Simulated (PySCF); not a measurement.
Predicted microwave data (PBE0/pcSseg-1 in PySCF (dipole) on a GFN2-xTB geometry, gas phase) for one isomer of C3H11Cl2FSi3:

```
Rotational constants : A = 1124, B = 384.3, C = 328.2 MHz
Dipole components    : |μa| = 2.24 D, |μb| = 1.17 D, |μc| = 1.21 D
Inertial defect      : -224.97 u·Å²
κ                    : -0.86
```

Question: Which candidate fits, each taken in the one conformer that was computed?
A. `[CH3:1][C@@H:2]([F:3])[SiH2:4][Si@@H:5]([SiH3:6])[CH:7]([Cl:8])[Cl:9]` with C1–C2–Si4–Si5 -152°, C2–Si4–Si5–Si6 73°, Si4–Si5–C7–Cl8 -176°
B. `[F:1][CH2:2][Si:3]([SiH3:4])([SiH3:5])[CH2:6][CH:7]([Cl:8])[Cl:9]` with F1–C2–Si3–Si4 -62°, C2–Si3–C6–C7 -167°, Si3–C6–C7–Cl8 70°

Answer: A. It is C[C@@H](F)[SiH2][Si@@H]([SiH3])C(Cl)Cl, an asymmetric top, point group C1. The candidates at the same level (rigid rotor, commonest isotopes):

| SMILES | A (MHz) | B (MHz) | C (MHz) | μa (D) | μb (D) | μc (D) | Δ (u·Å²) | point group | rotor |
| --- | --- | --- | --- | --- | --- | --- | --- | --- | --- |
| C[C@@H](F)[SiH2][Si@@H]([SiH3])C(Cl)Cl | 1124 | 384.3 | 328.2 | 2.24 | 1.17 | 1.21 | -224.97 | C1 | asymmetric top |
| FC[Si]([SiH3])([SiH3])CC(Cl)Cl | 885.2 | 523.8 | 417.5 | 1.19 | 0.21 | 2.88 | -325.16 | C1 | asymmetric top |

`FC[Si]([SiH3])([SiH3])CC(Cl)Cl` has B 36 % too high. No structure here is proved a minimum.
